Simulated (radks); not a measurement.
Values are calculated unless marked as measured or tabulated.
Charge is removed step by step from the 2p down level of Si, starting from [He] 2s2 2p(up 3, down 3) 3s2 3p2. Level of theory: scalar-relativistic Kohn-Sham, r2SCAN, spin-polarised, spherical densities, finite nucleus; open shells are filled with parallel spins first; meta-GGA in the generalised Kohn-Sham scheme; Fermi nuclear charge, rms radius 3.1224 fm (a radial shooting solver on a logarithmic mesh with Libxc functionals).

| removed (e) | E - E(0) (eV) | eigenvalue (eV) | E minus straight line (eV) |
|---|---|---|---|
| 0 | 0.000 | -97.285 | 0.000 |
| 0.1 | 9.854 | -99.824 | -1.195 |
| 0.2 | 19.963 | -102.40 | -2.135 |
| 0.3 | 30.333 | -105.02 | -2.815 |
| 0.4 | 40.966 | -107.68 | -3.231 |
| 0.5 | 51.867 | -110.37 | -3.379 |
| 0.6 | 63.038 | -113.09 | -3.258 |
| 0.7 | 74.483 | -115.85 | -2.862 |
| 0.8 | 86.205 | -118.63 | -2.189 |
| 0.9 | 98.207 | -121.45 | -1.236 |
| 1 | 110.49 | -124.29 | 0.000 |

Removing the whole electron costs 110.49 eV by Delta-SCF, against 97.285 eV from minus the eigenvalue at the starting occupation. Slater's transition state (half an electron removed) gives 110.37 eV. Integrating minus the eigenvalue over the occupation (Janak's theorem) gives 110.51 eV. In this scalar-relativistic scheme the density is built from large components alone, so the theorem holds only approximately. The mean slope of the eigenvalue, de/dn, is 27.0 eV per electron.
